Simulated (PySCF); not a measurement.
C3H9NOSi, SMILES C/C=C/[Si@@H](N)O.

Coordinates come from a ωB97X-D3(BJ)/def2-SVP optimisation. The structure was generated by enumeration; whether it is a known compound was not checked. The values are those of a single conformer.

Two levels are set side by side: PBE/def2-TZVP (PySCF) and CAM-B3LYP/def2-TZVP (PySCF). Same geometry, gas phase. Differences are taken from unrounded values.

```
quantity                     CAM-B3LYP
---------------------------  ---------
orbital gap (eV)                  9.70
highest occupied level (eV)      -8.75
lowest empty level (eV)           0.95
dipole moment (D)                 0.75
mean polarisability (bohr³)       72.5
```

### Question
What does PBE give, and how far is it from CAM-B3LYP? (Estimate from the structure and the level; the computed values follow.)

### Answer

```tsv
quantity	PBE	PBE minus CAM-B3LYP
orbital gap (eV)	4.90	-4.80
highest occupied level (eV)	-6.04	2.70
lowest empty level (eV)	-1.14	-2.10
dipole moment (D)	0.73	-0.01
mean polarisability (bohr³)	76.6	4.1
```

Without exact exchange PBE keeps part of each electron's self-repulsion, which lifts occupied levels and narrows the gap. Loosely held outer electrons make PBE densities more polarisable. Differences between two approximate levels are no errors against the true value.

Rough cost on one machine, each run with all the roots and properties that it gave: CAM-B3LYP against PBE within a factor of 2.
